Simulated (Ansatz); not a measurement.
This triplet lies 1.19 eV below the relaxed singlet at the level B3LYP/cc-pVTZ // PBE0-D3(BJ)/def2-TZVP (Ansatz, a first-principles code).

A geometry relaxed with PBE0-D3(BJ)/def2-TZVP (Ansatz), charge 1, multiplicity 3:

```xyz
4

N      1.7773     0.1806     0.2118
H     -1.6458    -0.1674    -0.1964
N     -0.6403    -0.0650    -0.0761
C      0.5087     0.0517     0.0607
```

**Question.** Write the SMILES of this molecule.

**Answer.** `N#C[NH+]`
